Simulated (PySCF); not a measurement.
## Er⁵⁰⁺: ionisation energy

Er⁵⁰⁺ [Ar] (1S) → Er⁵¹⁺ [Ne] 3s2 3p5 (2P), as a difference of total energies. All numbers are calculated (PySCF 2.14, the spin-free X2C one-electron Hamiltonian (Gaussian nucleus), in an uncontracted even-tempered set (17 s from 12 bohr⁻², ratio 2.5; 12 p from 15 bohr⁻², ratio 2.5; 4 d from 64 bohr⁻², ratio 2.7; 4 f from 97 bohr⁻², ratio 2.7)). Correlated levels: outer shells: 1s2 frozen; virtual orbitals above 40 to 60 times the deepest correlated orbital energy dropped. The calculations carry no spin-orbit coupling.

```json
{"method": "UHF", "ionisation energy (eV)": "4714.8"}
{"method": "LDA", "ionisation energy (eV)": "4715.4"}
{"method": "PBE", "ionisation energy (eV)": "4716.1"}
{"method": "PBE0", "ionisation energy (eV)": "4716.3"}
{"method": "r2SCAN", "ionisation energy (eV)": "4717.3"}
{"method": "M06-L", "ionisation energy (eV)": "4716.9"}
{"method": "B3LYP", "ionisation energy (eV)": "4716.4"}
{"method": "MP2 (outer shells)", "ionisation energy (eV)": "4715.8"}
{"method": "SCS-MP2 (outer shells)", "ionisation energy (eV)": "4715.7"}
```

A first-order spin-orbit estimate (lowest level to lowest level, LS coupling) adds -72.374 eV.

Breit and QED terms and the two-electron picture change are absent.

For comparison: 4639 ± 4 eV (theoretical estimate listed by NIST; NIST Atomic Spectra Database, ionization energies).
